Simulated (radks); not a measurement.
The numbers below are computed, except where a source is named.
All-electron atom: Mg I in [He] 2s2 2p5 3s2 3p1 (not the ground configuration). Code: a radial shooting solver on a logarithmic mesh with Libxc functionals. Model: scalar-relativistic Kohn-Sham, PBE, spin-polarised, spherical densities, finite nucleus; open shells are filled with parallel spins first; Fermi nuclear charge, rms radius 3.057 fm.

Normalised radial functions P(r) = r R(r), r in bohr:

r         2s down   2p up
0.004194   0.0844  0.0010
0.005418   0.1073  0.0017
0.006999   0.1358  0.0027
0.008968   0.1697  0.0044
0.01159    0.2120  0.0072
0.01496    0.2623  0.0117
0.01933    0.3204  0.0190
0.02477    0.3828  0.0301
0.032      0.4498  0.0480
0.04134    0.5126  0.0758
0.05339    0.5600  0.1178
0.06897    0.5754  0.1797
0.08839    0.5396  0.2647
0.1142     0.4276  0.3835
0.1475     0.2211  0.5359
0.1905    -0.0825  0.7164
0.2441    -0.4445  0.9015
0.3154    -0.8280  1.0726
0.4074    -1.1304  1.1798
0.5262    -1.2595  1.1804
0.6797    -1.1722  1.0558
0.8711    -0.9170  0.8355
1.125     -0.5820  0.5619
1.453     -0.2911  0.3125
1.878     -0.1097  0.1389
2.406     -0.0306  0.0485
3.108     -0.0053  0.0115
4.015     -0.0005  0.0017
5.186     0.0000  0.0001
6.699     0.0000  0.0000
8.585     0.0000  0.0000
11.09     0.0000  0.0000

2s down: eigenvalue -94.373 eV, 1 radial node at r = 0.179 bohr, <r> = 0.678 bohr, 90 % of the charge inside 1.07 bohr. 2p up: eigenvalue -64.253 eV, 0 radial nodes, <r> = 0.646 bohr, 90 % of the charge inside 1.09 bohr.
